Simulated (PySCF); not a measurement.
TaSF3 (singlet state).
SMILES: `[F][Ta]([F])([F])=[S]`

A linear-response calculation (PySCF, def2-SVPD basis, gas phase, vertical, core orbitals frozen in the response) gave these numbers; the functional is withheld.

Orbital energies (eV): HOMO-3 -14.59, HOMO-2 -10.92, HOMO-1 -9.75, HOMO -9.75, LUMO -1.30, LUMO+1 -1.30, LUMO+2 -0.45.

| state | E (eV) | f | main configurations (H = HOMO, L = LUMO) |
| --- | --- | --- | --- |
| S1 | 4.22 | 0.0000 | H-1/H→L/L+1 (98%) |
| S2 | 4.48 | 0.0015 | H-1/H→L/L+1 (≥76%) |
| S3 | 4.48 | 0.0016 | H-1/H→L/L+1 (≥76%) |
| S4 | 5.15 | 0.029 | H-1/H→L/L+1 (≥71%), H-1/H→L+4 (≥11%) |
| S5 | 5.48 | 0.0000 | H-2→L/L+1 (≥92%) |
| S6 | 5.48 | 0.0000 | H-2→L/L+1 (≥92%) |

Triplets (Tamm–Dancoff): T1 3.69 eV, H-1/H→L/L+1 (≥92%); T2 3.94 eV, H-1/H→L/L+1 (≥84%); T3 3.94 eV, H-1/H→L/L+1 (≥84%).

Vertical ionisation energy by ΔSCF with the same functional: 10.71 eV. Mean static polarisability: 57.7 au.

Orbitals of the list HOMO-3 to LUMO+2 that lie within 0.01 eV of each other are written together with a slash and their weights summed (≥ marks a lower bound); for degenerate orbitals outside that list single weights are arbitrary.

**Question.** Name the functional.
A. B3LYP
B. PBE
C. HF
D. CAM-B3LYP

**Answer.** D. CAM-B3LYP is range-separated, 19% exact exchange at short range and 65% at long range (ω = 0.33 bohr⁻¹). In this run −ε(HOMO) = 9.75 eV differs from the ΔSCF value by -0.96 eV, and S1 differs from the orbital gap of 8.45 eV by -4.23 eV. The ratio −ε(HOMO)/IP is 0.91. Usual ranges for neutral molecules in this basis: 0.85 to 0.93 with CAM-B3LYP, 0.5 to 0.7 with PBE, 0.67 to 0.83 with B3LYP; with Hartree–Fock the ratio is 1 or more (Koopmans' value less the relaxation energy is the ΔSCF value). The other options: PBE, a GGA without exact exchange; HF, time-dependent Hartree–Fock, 100% exact exchange; B3LYP, a global hybrid with 20% exact exchange.

Method used: TDDFT CAM-B3LYP/def2-SVPD, vertical, gas phase, core orbitals frozen in the response, def2 core potentials past Kr in PySCF 2.14.0, density-fitted response routines. Geometry: PBE0-D3(BJ)/def2-SVP; no solvent, vibrations or thermal averaging. Spin–orbit coupling is left out.
